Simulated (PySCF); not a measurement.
C3H7S, SMILES C[C](C)S, multiplicity 2. Atoms are numbered in the order given.

```xyz
11

C      1.3339    -1.0584     0.0661
C      0.0149    -0.3671     0.2004
C     -1.2616    -1.1393     0.1276
S      0.0305     1.3511    -0.1848
H      1.5399    -1.4049    -0.9782
H      1.3635    -1.9644     0.7087
H      2.1784    -0.4024     0.3618
H     -2.1137    -0.5881     0.5802
H     -1.5612    -1.3818    -0.9235
H     -1.1615    -2.1069     0.6636
H     -1.2565     1.6203     0.1805
```
Charge 0, spin multiplicity 2.

Geometry optimised at PBE-D3(BJ)/def2-SVP. The isomer is the one that the SMILES or the coordinates give; other isomers of the formula were not compared. The values are those of a single conformer.

Level of theory: PBE-D3(BJ)/def2-SVP (PySCF).

Frequencies are harmonic and unscaled.

```csv
mode,ν (cm⁻¹),IR (km/mol),moving atoms (share of kinetic energy)
1,147,0.1,H 95 %
2,157,0.2,H 96 %
3,225,19.1,"H 83 %, C 15 %"
4,252,0.9,"C 56 %, H 37 %"
5,311,1.4,"C 50 %, H 32 %, S 19 %"
6,341,0.2,"C 41 %, H 39 %, S 20 %"
7,623,6.5,"C 54 %, S 30 %, H 17 %"
8,874,4.4,"H 84 %, C 11 %"
9,916,1.6,"H 78 %, C 22 %"
10,927,1.3,"H 56 %, C 43 %"
11,946,0.5,"H 72 %, C 27 %"
12,1003,0.3,"H 65 %, C 35 %"
13,1169,40.3,"C 66 %, H 33 %"
14,1254,0.3,"C 64 %, H 36 %"
15,1331,1.5,"H 64 %, C 36 %"
16,1343,0.5,"H 79 %, C 21 %"
17,1384,6.0,H 93 %
18,1393,15.0,H 95 %
19,1396,2.6,H 94 %
20,1411,1.7,H 95 %
21,2583,10.2,H 97 %
22,2879,43.3,H 95 %
23,2886,57.7,H 95 %
24,2983,22.8,H 93 %
25,2988,14.5,H 93 %
26,3039,17.2,"H 91 %, C 9 %"
27,3049,12.4,"H 91 %, C 9 %"
```
